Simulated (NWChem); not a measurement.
BNH5 cation; SMILES B[NH3+]

```xyz
7

B     -0.0012    -0.9277    -0.0148
N     -0.0019     0.6232    -0.0122
H     -1.0826    -1.4527     0.0052
H      1.0841    -1.4451     0.0041
H      0.0549     0.9381     0.9825
H     -0.8662     1.0517    -0.3964
H      0.8238     1.0438    -0.4819
```
Atoms are numbered in this order, from 1.

Level: PBE-D3(BJ)/def2-SVP (NWChem), optimised geometry, unscaled harmonic frequencies. 

| frequency (cm⁻¹) | IR intensity (km/mol) |
|---|---|
| 63 | 3.4 |
| 695 | 6.9 |
| 733 | 3.0 |
| 882 | 27.7 |
| 1058 | 62.6 |
| 1070 | 50.4 |
| 1169 | 21.6 |
| 1381 | 185.4 |
| 1535 | 36.6 |
| 1558 | 44.7 |
| 2609 | 8.4 |
| 2764 | 17.7 |
| 3278 | 110.7 |
| 3355 | 146.8 |
| 3399 | 153.4 |

| Item | Result |
|---|---|
| zero-point energy | 36.5 kcal/mol |
| thermal correction to the enthalpy at 298.15 K (with zero-point energy) | 39.6 kcal/mol |
| heat capacity Cv | 11.2 cal/(mol K) |
| entropy at 298.15 K and 1 atm (symmetry number 1) | 61.0 cal/(mol K) |

Rigid rotor and harmonic oscillator; modes under 100 cm⁻¹ make the entropy uncertain.
